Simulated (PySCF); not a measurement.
SMILES C=C/C=C\C(C)C (C7H12) (GFN2-xTB optimised geometry):

```
19

C      1.934    -1.726    -3.029
C      1.046    -1.259    -2.156
C      1.424    -0.597    -0.927
C      0.605    -0.099     0.000
C     -0.893    -0.099     0.000
C     -1.405    -0.845     1.235
C     -1.404     1.344     0.000
H      2.994    -1.632    -2.860
H      1.636    -2.216    -3.940
H     -0.009    -1.371    -2.360
H      2.493    -0.512    -0.770
H      1.040     0.372     0.873
H     -1.275    -0.602    -0.892
H     -1.052    -0.361     2.144
H     -1.049    -1.873     1.232
H     -2.493    -0.854     1.249
H     -1.050     1.872    -0.883
H     -1.050     1.873     0.883
H     -2.492     1.361     0.002
```

Calculation: PBE/def2-SVP run with PySCF.

Task: What are the frontier orbital energies and the dipole moment?

Result: HOMO-2 -7.67 eV, HOMO-1 -7.53 eV, HOMO -5.43 eV, LUMO -1.44 eV, LUMO+1 1.12 eV; dipole moment 0.54 D.

Meta-Löwdin charges at PBE/def2-SVP: C1 -0.23, C2 -0.09, C3 -0.12, C4 -0.10, C5 -0.05, C6 -0.30, C7 -0.30, H8 0.10, H9 0.11, H10 0.10, H11 0.10, H12 0.10, H13 0.09, H14 0.10, H15 0.10, H16 0.10, H17 0.10, H18 0.10, H19 0.10.
